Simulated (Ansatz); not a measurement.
Geometry optimisation, Ansatz, RKS PBE/STO-3G.

The input (input.yaml):

```yaml
crystal:
  periodic: [false, false, false]
  atoms:
    - { symbol: O, position_ang: [-1.6572, 0.4929, 0.4714] }
    - { symbol: C, position_ang: [-0.288, 0.5058, 0.406] }
    - { symbol: S, position_ang: [0.4349, -0.9117, 0.9914] }
    - { symbol: Si, position_ang: [-0.0269, -2.4121, -0.4167] }
    - { symbol: "N", position_ang: [0.2871, 1.7026, 0.916] }
    - { symbol: Si, position_ang: [0.6411, 1.6803, -0.7256] }
    - { symbol: H, position_ang: [-1.9317, 1.1867, 1.1464] }
    - { symbol: H, position_ang: [-1.5084, -2.714, -0.3027] }
    - { symbol: H, position_ang: [0.2136, -1.887, -1.7294] }
    - { symbol: H, position_ang: [0.7048, -3.644, -0.1391] }
    - { symbol: H, position_ang: [1.1129, 1.4632, 1.4777] }
    - { symbol: H, position_ang: [2.1426, 1.6384, -0.7598] }
    - { symbol: H, position_ang: [-0.1042, 2.8642, -1.3209] }
basis:
  gaussian: { orbitals: STO-3G }
hamiltonian:
  xc: pbe
relax:
  f_tol: 0.02
  max_steps: 40
```

Command:

```bash
$ ansatz run input.yaml --threads 1 --pin off --max-ram 2048MiB --backend cpu --events-out ev --progress --plain --runs-dir out
```

Where does it end, and by what steps?

The run converged. Limits of this set-up: minimal basis. After 9 steps the energy has fallen by 1.582 eV; H11 moved furthest, 0.31 Å.

```json
{"step": "0", "energy less start (eV)": "0.0000", "largest force component (eV/Å)": "4.876", "accepted": "yes"}
{"step": "1", "energy less start (eV)": "-1.2399", "largest force component (eV/Å)": "2.321", "accepted": "yes"}
{"step": "2", "energy less start (eV)": "-1.5018", "largest force component (eV/Å)": "0.846", "accepted": "yes"}
{"step": "3", "energy less start (eV)": "-1.2683", "largest force component (eV/Å)": "2.663", "accepted": "no"}
{"step": "4", "energy less start (eV)": "-1.5690", "largest force component (eV/Å)": "0.269", "accepted": "yes"}
{"step": "5", "energy less start (eV)": "-1.5673", "largest force component (eV/Å)": "0.300", "accepted": "no"}
{"step": "6", "energy less start (eV)": "-1.5799", "largest force component (eV/Å)": "0.052", "accepted": "yes"}
{"step": "7", "energy less start (eV)": "-1.5816", "largest force component (eV/Å)": "0.043", "accepted": "yes"}
{"step": "8", "energy less start (eV)": "-1.5818", "largest force component (eV/Å)": "0.022", "accepted": "yes"}
{"step": "9", "energy less start (eV)": "-1.5819", "largest force component (eV/Å)": "0.014", "accepted": "yes"}
```

```xyz
13
Properties=species:S:1:pos:R:3
O -1.661 0.306 0.512
C -0.215 0.477 0.485
S 0.670 -1.033 1.064
Si -0.083 -2.377 -0.423
N 0.188 1.835 1.122
Si 0.650 1.719 -0.654
H -1.924 1.231 0.909
H -1.507 -2.651 -0.272
H 0.143 -1.846 -1.763
H 0.652 -3.625 -0.274
H 1.056 1.635 1.728
H 2.065 1.555 -0.966
H -0.014 2.741 -1.453
```

Whether the end is a true minimum wasn't checked by a vibrational analysis.

Time of the run: 47 s on 1 thread of Arm Neoverse V1, with other jobs on the host, peak memory 0.18 GiB.
